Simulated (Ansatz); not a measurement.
`[NH2][Sc]([NH2])[Cl]` + `O[SiH2]B(F)F` → `[NH2][Sc]([NH2])[F]` + `O[SiH2]B(F)Cl`  (redistribution)

Computed with Ansatz on PBE0-D4/def2-TZVP structures; ΔE is electronic, products minus reactants. CBS: MP2 limit from def2 TZ/QZ plus the TZ coupled-cluster correction, frozen cores. For Sc outer-core shells are correlated without core-valence functions, which leaves a few kJ/mol of doubt a bond. Scalar relativity is left out up to krypton. One conformer a species, not always the lowest.

`[NH2][Sc]([NH2])[Cl]`:

```xyz
8

N     0.845   -1.187   -0.913
Sc    0.470    0.382    0.216
N    -1.420    0.720    0.648
Cl    2.175    1.764    1.000
H     1.758   -1.496   -1.222
H     0.162   -1.833   -1.290
H    -1.777    1.481    1.213
H    -2.214    0.168    0.347
```

`O[SiH2]B(F)F`:

Z-matrix (Å, degrees):
```
Si
B 1 2.038
O 1 1.649 2 111.7
H 1 1.492 2 107.7 3 123.6
H 1 1.483 2 110.5 3 -118.3
F 2 1.323 1 121.6 3 -11.8
F 2 1.320 1 122.2 3 169.4
H 3 0.958 1 118.0 2 44.8
```

`[NH2][Sc]([NH2])[F]`:

```xyz
8

N    -0.618   -0.876   -1.367
Sc    0.298    0.530   -0.310
N     0.329    0.364    1.667
F     1.109    1.973   -1.152
H    -0.708   -0.916   -2.375
H    -1.084   -1.694   -0.994
H    -0.084   -0.385    2.209
H     0.758    1.004    2.323
```

`O[SiH2]B(F)Cl`:

Cartesian coordinates in Å:
```
O 0.981 -0.400 -1.455
Si 0.833 0.028 0.129
B -1.123 0.306 0.603
F -1.527 0.829 1.740
Cl -2.377 -0.197 -0.531
H 0.221 -0.820 -1.862
H 1.379 -1.019 1.039
H 1.612 1.274 0.337
```

```tsv
species	MP2/CBS(def2) energy (Eh)
`[NH2][Sc]([NH2])[Cl]`	-1331.85413
`O[SiH2]B(F)F`	-590.53580
`[NH2][Sc]([NH2])[F]`	-971.88624
`O[SiH2]B(F)Cl`	-950.48250
```

Problem. Work out ΔE.

Solution. ΔE = (-971.88624) + (-950.48250) − (-1331.85413) − (-590.53580) = 0.02119 Eh = +55.6 kJ/mol. CCSD(T)/CBS gives +58.4 kJ/mol.

Largest T1 diagnostic among the species: 0.015.

At CCSD(T), def2-SVP lies −3.8 kJ/mol from the extrapolated value and def2-TZVPP +0.8 kJ/mol. From r2SCAN to r2SCAN0 (25 % exact exchange), in def2-TZVPP and without D4, ΔE moves by +6.9 kJ/mol. In def2-TZVPP, CCSD(T) changes the Hartree–Fock value by −24.0 kJ/mol (the triples alone add −3.1 kJ/mol) and MP2 by −26.7 kJ/mol.
